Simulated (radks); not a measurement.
The numbers below are computed, except where a source is named.
Q: These are the eigenvalues of the occupied orbitals of an atom or ion with whole-number occupations (eV). Code: a radial shooting solver on a logarithmic mesh with Libxc functionals. Model: scalar-relativistic Kohn-Sham, r2SCAN, spin-polarised, spherical densities, finite nucleus; meta-GGA in the generalised Kohn-Sham scheme; Fermi nuclear charge, rms radius of each element as measured or else 0.836 A^(1/3) + 0.57 fm.

1s down: -40334.20
1s up: -40334.19
2s up: -6478.118
2s down: -6478.040
2p up: -5798.679
2p down: -5798.625
3s up: -1403.093
3s down: -1402.775
3p up: -1185.768
3p down: -1185.441
3d up: -877.2928
3d down: -876.9955
4s up: -288.0754
4s down: -287.0418
4p up: -216.7198
4p down: -215.6713
4d up: -113.6739
4d down: -112.5848
5s up: -43.0273
5s down: -41.8622
5p up: -25.5154
5p down: -24.1220
4f up: -6.2499
5d up: -4.8166
7s up: -1.2422

Which element is it, and in what charge state? The configuration may be excited. Open shells, if any, are filled with parallel spins first.

A: Z = 58, cerium, charge 0: Ce in [Xe] 4f1 5d2 7s1. The list shows which subshells hold electrons but not how many an open one holds; the 1s level, -1482.3 hartree, gives Z - s = 54.4 by -(Z - s)^2/2, which with screening and relativity narrows Z to a few neighbours, and the depths of the outer levels then fix element, charge and occupations together.
